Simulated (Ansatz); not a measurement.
The cluster Be5S4⁺, relaxed as a doublet with UKS PBE-D4/def2-SVP in Ansatz, starting from the GFN2-xTB geometry. Force threshold 0.02 eV/Å.

Another isomer (doublet) lies 2.12 eV lower at PBE0-D4/def2-TZVP; other spin states weren't run for this one.

Start:

```xyz
9

Be    2.3103    0.6799    2.0266
Be   -1.5638   -0.1445   -2.3546
Be   -1.9016   -1.3265    0.6345
Be    0.9304   -0.4407    2.8897
Be    1.3179    1.2767   -1.4539
S    -2.5979   -1.1427   -1.1323
S     2.1503    1.2178    0.1976
S    -0.6141   -1.0051    1.9189
S    -0.0316    0.8851   -2.7265
```

**Question.** Estimate the energy that the relaxation releases and the steps that it takes.

**Answer.** 2.26 eV, in 15 steps; 87 s on 4 threads of Intel Xeon on a shared host. The force fell under the threshold at step 11, but the optimiser went on. No frequencies were taken in this run, so the end may be a saddle point.

**Question.** Does the start keep its bonding and symmetry?

**Answer.** By distances, no bond broke or formed. The bond that changes most is Be1–Be4, from 1.98 to 2.09 Å (atoms count from 1). Point group Cs at the start, C2 at the end, both within 0.05 Å.

**Question.** Predict the relaxed structure.

**Answer.** 
```tsv
atom	x (Å)	y (Å)	z (Å)
Be1	1.7493	0.7084	1.2118
Be2	-1.0901	-0.0658	-1.7091
Be3	-1.8021	-1.3636	0.8295
Be4	0.3859	-0.5803	2.1364
Be5	1.4627	1.3444	-1.3629
S6	-2.4449	-1.2099	-0.9777
S7	2.8469	1.6410	-0.0740
S8	-1.2099	-1.5422	2.6414
S9	0.1021	1.0680	-2.6954
```
Bond lengths (bridged metal pairs left out): 8 × Be–S 1.91 to 1.93 Å; 1 × Be–Be 2.09 Å.
